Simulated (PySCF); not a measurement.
**Does the structure fit the spectrum?**

A compound C5H10O2Si gives the data below (simulated from a calculation) and was assigned the structure `O=C[C@H]1COCC[SiH2]1`.

$^{13}$C{$^{1}$H} NMR (computed): δ 208.3 (C), 60.5 (CH), 35.2 (CH3), 30.9 (CH), 17.1 (CH2).

$^{1}$H NMR (600 MHz, computed): δ 4.94 (s, 3H), 4.01 (m, 1H), 2.38 (s, 3H), 1.87 (m, 1H), 1.54 (m, 1H), 0.92 (m, 1H).

- GFN2-xTB structure
- shielding tensors at PBE0/pcSseg-1 (GIAO)
- program: PySCF
- one averaged value for each set of equivalent atoms, one conformer, isolated molecule, no relativistic terms

δ = σ(ref) − σ, references computed at the same level: TMS for $^{1}$H (31.72 ppm) and $^{13}$C (186.93 ppm).

Question: Compare with the shifts computed for the proposed structure, pairing carbons in order of shift.

Answer: Atoms are numbered as in `[O:1]=[CH:2][C@H:3]1[CH2:4][O:5][CH2:6][CH2:7][SiH2:8]1`; H(Xn) means a hydrogen on atom n.

```tsv
atom	computed for proposal	given list	difference
C2	209.5	208.3	+1.2
C6	71.8	60.5	+11.3
C4	70.7	35.2	+35.5
C3	42.0	30.9	+11.1
C7	10.9	17.1	-6.2
```

The rms difference is 17.6 ppm and the largest +35.5 ppm at C4 (sp3 CH2 bonded to O). The carbon types in order of shift don't match either: CH, CH2, CH2, CH, CH2 for the proposal against C, CH, CH3, CH, CH2 in the data. The proposal doesn't fit.

Question: Which isomer fits?

Answer: SMILES CC(=O)[C@@H]1C[C@@H]1O[SiH3].

- Carbon types of the structure: 1 × C, 2 × CH, 1 × CH2, 1 × CH3, leaving 3 H on heteroatoms.
- δC 208.3: ketone carbonyl carbon; low-lying n→π* states of the double bond to the heteroatom give a large paramagnetic term (-268 ppm).
- δC 60.5, 30.9, 17.1: three-membered-ring carbon.
- δC 35.2: methyl carbon α to a carbonyl; the adjacent C=O deshields it moderately.
- δH 2.38: hydrogen on a methyl carbon α to a carbonyl; α to C=O.

The shifts were computed for this structure.

Shifts are as computed. Against solution values, carbons near 30 ppm lie about +3 ppm off and those near 130 ppm about +5 ppm. Of 1309 compounds with measured shifts, 239 miss one by over three times the rms of a fit or turn the order of signals round; such compounds aren't used in these exercises. No couplings were computed; multiplicities are counted from neighbouring protons, with m where these are inequivalent, close in shift, in a saturated or five-membered ring or joined by F or P, and br s for small geminal =CH2 splittings.
